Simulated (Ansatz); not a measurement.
`F/C(Cl)=C(/F)Br` + HI → `F/C(Br)=C(/F)I` + HCl at 298.15 K and 1 bar (substitution at a C–Cl bond).

Isolated molecules relaxed with PBE0-D4/def2-TZVP in Ansatz; ΔE leaves out vibrations. CCSD(T)/CBS is the MP2 limit (def2-TZVPP, def2-QZVPP) plus CCSD(T) − MP2 in def2-TZVPP, frozen cores. This one scheme is used for every species. Double bonds are as drawn, so ΔE can hold a change between cis and trans. Elements past krypton have def2 core potentials. For Br, I outer-core shells are correlated without core-valence functions, which leaves a few kJ/mol of doubt a bond. Scalar relativity is left out up to krypton.

```tsv
species	CCSD(T)/CBS energy (Eh)	H − E (kJ/mol)	S (J/(mol·K))
`F/C(Cl)=C(/F)Br`	-3308.71905	66.0	343.4
HI	-298.03592	22.7	206.5
`F/C(Br)=C(/F)I`	-3146.38050	64.2	363.9
HCl	-460.38127	26.6	186.8
```

H − E and S are ideal-gas, rigid-rotor, harmonic terms from PBE0-D4/def2-TZVP. 1 Eh = 2625.50 kJ/mol, R = 8.31446 J/(mol·K).

Question: By hand: ΔE, ΔH, ΔS and ΔG.

Answer: ΔE = (-3146.38050) + (-460.38127) − (-3308.71905) − (-298.03592) = -0.00680 Eh = -17.9 kJ/mol. Δ(H − E) = 64.2 + 26.6 − 66.0 − 22.7 = 2.1, so ΔH = -15.8 kJ/mol. ΔS = 363.9 + 186.8 − 343.4 − 206.5 = 0.8 J/(mol·K). ΔG = -15.8 − 298.15 × (0.8)/1000 = -16.0 kJ/mol.

Question: By hand: the equilibrium constant, and the temperature at which ΔG would vanish if ΔH and ΔS stayed fixed.

Answer: log₁₀ K = −ΔG/(RT ln 10) = 2.8. ΔH and −TΔS have one sign here, so there is no such temperature. One of them is within its doubt of zero, so this could turn.

The number of gas molecules stays the same, so ΔS is small and ΔH decides. A doubt of 5 kJ/mol in ΔE shifts log₁₀ K by 0.9 here. These are equilibria of isolated gas molecules and say nothing of rates. Largest T1 diagnostic: 0.011 (customary marks: 0.02 for closed shells, 0.045 for open ones).
